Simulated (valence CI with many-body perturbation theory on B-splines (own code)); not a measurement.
E1 line list for Si IX

Computed by relativistic CI+MBPT: four valence electrons over a frozen Dirac-Fock core [He], radial functions for each j: 11 s, 11 p, 10 d, 8 f, 5 g, 2 h, with the one-electron correlation potential Σ1 (screened to all orders), the two-electron term Σ2, the three-electron term Σ3, Breit, model QED; selected single and double excitations, second order for the rest, scaled by the run's own slope (own B-spline code, finite nucleus).

No measured levels were compared; by estimate levels of excited configurations hold to 0.05 to 0.15 % of their energy, terms of the ground configuration to about 0.5 %. Among the levels kept, up to 1500 cm⁻¹ of a level comes from second order outside the variational space, and about a tenth of that is noise between levels of different J, which matters for small intervals.

Lines 301 to 350 of 505 in falling wavelength, among levels below 2265700 cm⁻¹, chosen from the strongest by gf and those to the six lowest levels. Wavelengths and rates use the calculated energies, so an error of 200 cm⁻¹ moves a line at 6.525 nm by 0.013 % and its rate by three times that or more. Electric multipoles are in the length gauge, E1 and E2 with the static RPA response of the core. Weak lines are less certain than strong ones. Lines between different terms over intervals too small for the method are left out, as are lines whose strength nearly cancels. Where a level lies close to another of its J and parity, the split of strength between their lines is uncertain. The highest levels of a list are the least certain.

Names give the largest LS component (configuration and term), which can be under half, so a name can repeat, a term be missing and a line seem to break the LS rules; names also repeat where a configuration has a term twice. Letters in brackets count levels of one name in rising energy.

| λ vac (nm) | Upper | Lower | A (s⁻¹) | S (a.u.) |
| --- | --- | --- | --- | --- |
| 6.525 | 2s2.2p.3s 1P°_1 | 2s2.2p2 1S_0 | 4.32e+10 | 1.78e-02 |
| 6.497 | 2s.2p2.3s 1P_1 | 2s.2p3 1P°_1 | 1.19e+11 | 4.81e-02 |
| 6.495 | 2s.2p2.3s 3P_2 [a] | 2s.2p3 3D°_3 | 6.93e+10 | 4.68e-02 |
| 6.480 | 2p3.3s 3D°_2 | 2p4 3P_1 | 5.41e+10 | 3.63e-02 |
| 6.461 | 2p3.3s 3D°_3 | 2p4 3P_2 | 7.79e+10 | 7.26e-02 |
| 6.370 | 2s2.2p.3s 3P°_1 | 2s2.2p2 1D_2 | 3.34e+09 | 1.28e-03 |
| 6.359 | 2s.2p2.3s 3D_3 | 2s.2p3 3P°_2 | 4.44e+10 | 3.95e-02 |
| 6.345 | 2s.2p2.3s 3P_2 [b] | 2s.2p3 3S°_1 | 5.19e+10 | 3.27e-02 |
| 6.299 | 2s2.2p.3s 1P°_1 | 2s2.2p2 1D_2 | 1.43e+11 | 5.29e-02 |
| 6.283 | 2s.2p2.3s 1P_1 | 2s.2p3 1D°_2 | 1.56e+11 | 5.72e-02 |
| 6.186 | 2s2.2p.3s 3P°_1 | 2s2.2p2 3P_2 | 4.90e+10 | 1.72e-02 |
| 6.178 | 2s2.2p.3s 3P°_0 | 2s2.2p2 3P_1 | 1.17e+11 | 1.36e-02 |
| 6.172 | 2s2.2p.3s 3P°_1 | 2s2.2p2 3P_1 | 2.80e+10 | 9.74e-03 |
| 6.166 | 2s2.2p.3s 3P°_2 | 2s2.2p2 3P_2 | 8.76e+10 | 5.07e-02 |
| 6.162 | 2s.2p2.3d 1D_2 [a] | 2s.2p3 1P°_1 | 1.69e+11 | 9.73e-02 |
| 6.162 | 2s2.2p.3s 3P°_1 | 2s2.2p2 3P_0 | 3.83e+10 | 1.33e-02 |
| 6.157 | 2s.2p2.3s 3D_1 | 2s.2p3 3D°_1 | 9.03e+10 | 3.12e-02 |
| 6.156 | 2s.2p2.3s 3D_2 | 2s.2p3 3D°_2 | 8.32e+10 | 4.79e-02 |
| 6.156 | 2s.2p2.3s 3D_3 | 2s.2p3 3D°_3 | 1.13e+11 | 9.08e-02 |
| 6.152 | 2s2.2p.3s 3P°_2 | 2s2.2p2 3P_1 | 2.95e+10 | 1.70e-02 |
| 6.143 | 2s.2p2.3d 1P_1 [a] | 2s.2p3 1P°_1 | 1.18e+11 | 4.06e-02 |
| 6.138 | 2s.2p2.3d 3P_2 [a] | 2s.2p3 3P°_2 | 1.67e+11 | 9.53e-02 |
| 6.138 | 2s.2p2.3d 3P_2 [a] | 2s.2p3 3P°_1 | 7.51e+10 | 4.29e-02 |
| 6.129 | 2s.2p2.3d 3P_1 [a] | 2s.2p3 3P°_2 | 1.23e+11 | 4.18e-02 |
| 6.129 | 2s.2p2.3d 3P_1 [a] | 2s.2p3 3P°_0 | 1.07e+11 | 3.64e-02 |
| 6.124 | 2s.2p2.3d 3P_0 [a] | 2s.2p3 3P°_1 | 3.01e+11 | 3.41e-02 |
| 6.120 | 2s.2p2.3s 5P_1 | 2s.2p3 5S°_2 | 9.04e+10 | 3.07e-02 |
| 6.111 | 2s.2p2.3s 5P_2 | 2s.2p3 5S°_2 | 9.11e+10 | 5.13e-02 |
| 6.099 | 2s.2p2.3s 5P_3 | 2s.2p3 5S°_2 | 9.19e+10 | 7.20e-02 |
| 6.082 | 2s.2p2.3d 1S_0 | 2s.2p3 1P°_1 | 4.08e+11 | 4.54e-02 |
| 6.050 | 2s.2p2.3s 3S_1 | 2s.2p3 3P°_2 | 9.50e+10 | 3.12e-02 |
| 6.047 | 2s.2p2.3d 1F_3 [a] | 2s.2p3 1D°_2 | 1.85e+11 | 1.41e-01 |
| 6.002 | 2s.2p2.3d 3D_1 [a] | 2s.2p3 3P°_0 | 2.06e+11 | 6.61e-02 |
| 6.002 | 2s.2p2.3d 3D_1 [a] | 2s.2p3 3P°_1 | 1.91e+11 | 6.12e-02 |
| 6.000 | 2s.2p2.3d 3D_2 [a] | 2s.2p3 3P°_2 | 1.32e+11 | 7.05e-02 |
| 6.000 | 2s.2p2.3d 3D_2 [a] | 2s.2p3 3P°_1 | 2.70e+11 | 1.44e-01 |
| 5.997 | 2s.2p2.3d 3D_3 [a] | 2s.2p3 3P°_2 | 3.79e+11 | 2.82e-01 |
| 5.969 | 2s.2p2.3d 1D_2 [a] | 2s.2p3 1D°_2 | 5.28e+11 | 2.77e-01 |
| 5.951 | 2s.2p2.3d 1P_1 [a] | 2s.2p3 1D°_2 | 2.20e+11 | 6.86e-02 |
| 5.909 | 2s.2p2.3d 3F_2 [a] | 2s.2p3 3D°_1 | 3.46e+11 | 1.76e-01 |
| 5.908 | 2s.2p2.3d 3F_2 [a] | 2s.2p3 3D°_2 | 5.78e+10 | 2.94e-02 |
| 5.901 | 2s.2p2.3d 3F_3 [a] | 2s.2p3 3D°_2 | 3.70e+11 | 2.63e-01 |
| 5.901 | 2s.2p2.3d 3D_1 [d] | 2s.2p3 1P°_1 | 1.09e+11 | 3.30e-02 |
| 5.901 | 2s.2p2.3d 3F_3 [a] | 2s.2p3 3D°_3 | 3.83e+10 | 2.72e-02 |
| 5.892 | 2s.2p2.3d 3F_4 [a] | 2s.2p3 3D°_3 | 4.12e+11 | 3.75e-01 |
| 5.889 | 2s.2p2.3d 1P_1 [b] | 2s.2p3 1P°_1 | 4.74e+11 | 1.43e-01 |
| 5.821 | 2s.2p2.3d 3D_1 [a] | 2s.2p3 3D°_1 | 1.31e+11 | 3.82e-02 |
| 5.819 | 2s.2p2.3d 3D_2 [a] | 2s.2p3 3D°_2 | 1.25e+11 | 6.07e-02 |
| 5.815 | 2s.2p2.3d 3D_3 [a] | 2s.2p3 3D°_3 | 2.00e+11 | 1.36e-01 |
| 5.780 | 2s.2p2.3d 1D_2 [c] | 2s.2p3 1P°_1 | 7.02e+11 | 3.34e-01 |
